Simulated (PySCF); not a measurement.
Method: PySCF with PBE-D3(BJ)/def2-TZVP // B3LYP-D3(BJ)/def2-TZVP. All species are isolated molecules in the gas phase. Excitations are Tamm–Dancoff values on a coarser integration grid. The basis has no diffuse functions, so Rydberg states are missing or too high.

Reference species (SMILES): `[NH2][Al]([NH2])[NH2]` (neutral, multiplicity 1).

| Item | Result |
|---|---|
| HOMO | -5.26 eV |
| HOMO–LUMO gap | 4.76 eV |
| LUMO | -0.50 eV |
| S1–T1 gap (TDA) | 0.23 eV |

After one change: the HOMO falls by 0.58 eV; the HOMO–LUMO gap rises by 0.08 eV; the LUMO drops by 0.51 eV; the S1–T1 gap (TDA) rises by 0.04 eV.

Problem. Name the change that produced these shifts. The new species is one of these.
A) `[Br][Al]([Br])[Br]`
B) `[NH2][Al]([Br])[Br]`
C) `[NH2][Al]([NH2])[Br]`

Solution. C, `[NH2][Al]([NH2])[Br]`
